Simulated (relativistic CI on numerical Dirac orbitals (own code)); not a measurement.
**Hyperfine structure of As⁵⁺, mass number 75**

Method of calculation: Dirac-Coulomb-Breit CI, separate exchange-only KLI orbitals for each configuration, model QED, valence Slater integrals scaled by 0.85, P86 correlation energy added to each configuration (own radial code, finite nucleus).

Configurations in the expansion (outside the closed core [Ar]): 3d¹⁰, 3d⁹4s, 3d⁹4p, 3d⁹4d, 3d⁹5s, 3d⁹5p, 3d⁹4f, 3d⁸4s², 3d⁹5d, 3d⁹5f, 3d⁹5g, 3d⁸4s4p, 3d⁸4p², 3d⁸4s4d, 3d⁸4p4d. Levels of other configurations are missing.

Nuclear spin I = 3/2, μ = 1.4383 μN, Q = 0.311 b (tables of Stone and Pyykkö). The electronic factors are computed for point nuclear moments, without core polarisation or the Bohr-Weisskopf and QED corrections.

```tsv
Level	E (cm⁻¹)	A (MHz)	B (MHz)
3d⁹4s ³D3	330841	4564	-746
3d⁹4s ³D2	332771	-816.1	-454
3d⁹4s ³D1	336428	-2067	-269
3d⁹4s ¹D2	339390	5961	-678
3d⁹4p ³P°2	434835	477.4	-262
3d⁹4p ³F°3	438636	1827	-435
3d⁹4p ³P°1	440060	1255	56
3d⁹4p ³F°4	441680	1067	-163
```

Levels with J = 0, under 50 % of one LS term, or S terms without an open s electron are left out. Small factors come from cancelling terms and can be off by tens of per cent or more.

At this charge configurations can still be misplaced by up to about 7 % of their energy. 4 of the 4 excited levels that our extract of the measured tables holds in this range could be paired (the sources list more); they are missed by 520 cm⁻¹ on average and 840 at most, and levels without a partner can miss by more.

Task: Give the hyperfine levels of 3d⁹4s ³D3 relative to its centre of gravity.

Result: With K = F(F + 1) − I(I + 1) − J(J + 1), E = AK/2 + B[¾K(K + 1) − I(I + 1)J(J + 1)]/[2I(2I − 1)J(2J − 1)]: F = 3/2: -27830, F = 5/2: -15860, F = 7/2: 372.8, F = 9/2: 20350 MHz.

LS names give the leading component of a level, which can be under half, so a name can repeat, a term be missing and a line seem to break the LS rules.
